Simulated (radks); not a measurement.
Initial-state core-level shifts of the cadmium ion Cd+ when its valence configuration changes from [Kr] 4d10 5s1. Calculated with a radial shooting solver on a logarithmic mesh with Libxc functionals: scalar-relativistic Kohn-Sham, r2SCAN, spin-polarised, spherical densities, finite nucleus; open shells are filled with parallel spins first (spin-orbit coupling, left out, can overturn this in heavy ions); meta-GGA in the generalised Kohn-Sham scheme; Fermi nuclear charge, rms radius 4.6087 fm. Shifts are changes of the shell-averaged eigenvalues in eV (positive: less bound); the change of the density at the nucleus, which sets a Mossbauer isomer shift, is in e/bohr^3, on a base of 1.636e+05.

valence                1s       2s       3s       4p  density at nucleus
4d10 5s0.5 5p0.5   -0.838   -0.811   -0.821   -0.844              -13.69
4d9 5s1 5p1        -7.015   -7.273   -7.173   -6.348               +8.57
4d9 5s2            -5.715   -6.011   -5.889   -5.030              +38.53
4d10 5p1           -1.663   -1.608   -1.628   -1.676              -27.23
4d7 5s1 5p3       -21.374  -22.347  -21.860  -18.540              +31.25
4d6 5s1 5p4       -29.532  -30.923  -30.129  -25.109              +45.31
4d9.5 5s1.5        -2.838   -2.982   -2.926   -2.518              +18.58
4d9.5 5p1.5        -5.095   -5.163   -5.139   -4.796              -24.96
4d9.5 5s1 5p0.5    -3.501   -3.621   -3.579   -3.202               +3.91
